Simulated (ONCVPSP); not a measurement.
Building the ONCV potential for Mo (Z = 42) (PBE, fully relativistic).

* Element: Mo (Z = 42)
* Generator: ONCVPSP 4.0.1
* Type: optimised norm-conserving Vanderbilt (ONCV)
* Functional: PBE
* Relativity: fully relativistic
* Frozen core: [Ar] 3d10
* Valence charge: 14
* Reference configuration: 4s2 4p6 4d5 5s0.5 5p0.5
* Partial waves: 4s+5s: rc 2.00 bohr, ncon 3, nbas 6, qcut 7.8 1/bohr, 2 projectors; 4p+5p: rc 2.10 bohr, ncon 4, nbas 8, qcut 6.2 1/bohr, 3 projectors, debl 0.4 Ha; 4d: rc 2.60 bohr, ncon 4, nbas 8, qcut 7.3 1/bohr, 2 projectors, debl 2.6 Ha
* Local potential: polynomial inside 1.85 bohr (lpopt 3, dvloc0 3 Ha)
* Core correction: none

Open shells are filled in proportion to 2j + 1.

Poles of the logarithmic derivatives, all-electron (AE) and pseudo (PS). s: poles at -2.2, 3.7 (AE) and -2.2, 3.3 (PS) Ha. p3/2: poles at -1.2, 3.9 (AE) and -1.2, 3.9 (PS) Ha. p1/2: poles at -1.3, 3.8 (AE) and -1.3, 3.8 (PS) Ha. d5/2: poles at 0.1, 3.0 (AE) and 0.1, 3.0 (PS) Ha. d3/2: poles at 0.1, 3.0 (AE) and 0.1, 3.0 (PS) Ha. Test radii: s 2.03, p3/2 2.13, p1/2 2.13, d5/2 2.64, d3/2 2.64 bohr.

- Cutoffs needed: 15 Ha and 19 Ha (the cutoffs (Ha) at which the residual kinetic energy of the hardest occupied pseudo-wave falls to 1 and 0.1 mHa per electron)
- Ghost test: no bound ghost flagged; no localised positive-energy state flagged
- Largest excitation error: +2.1 meV (all-electron minus pseudo) for 4s2 4p6 4d4 5s0 5p0, out of 4 test configurations
